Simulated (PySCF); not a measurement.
## How methods differ on the excitation energy of Sb²⁺

Sb²⁺ [Kr] 4d10 5s2 5p1 (2P) → Sb²⁺ [Kr] 4d10 5s2 6s1 (2S), as a difference of total energies. All numbers are calculated (PySCF 2.14, a scalar-relativistic core potential, in aug-cc-pwCVTZ-PP with ECP28MDF (8s7p6d4f1g, 96 functions)). Correlated levels: valence: 4s2 4p6 4d10 frozen; valence and next inner shell: nothing frozen outside the core potential. The calculations carry no spin-orbit coupling.

| method | excitation energy (cm⁻¹) |
| --- | --- |
| UHF | 88079 |
| LDA | 87665 |
| PBE | 86320 |
| PBE0 | 87595 |
| r2SCAN | 89265 |
| TPSS | 86988 |
| PW91 | 86767 |
| M06-L | 88729 |
| HSE06 | 87731 |
| MP2 (valence) | 87624 |
| SCS-MP2 (valence) | 87876 |
| MP2 (valence and next inner shell) | 87564 |
| SCS-MP2 (valence and next inner shell) | 87616 |

The promoted electron is Rydberg-like, and one or two diffuse shells describe it only roughly, which tends to raise the upper state.
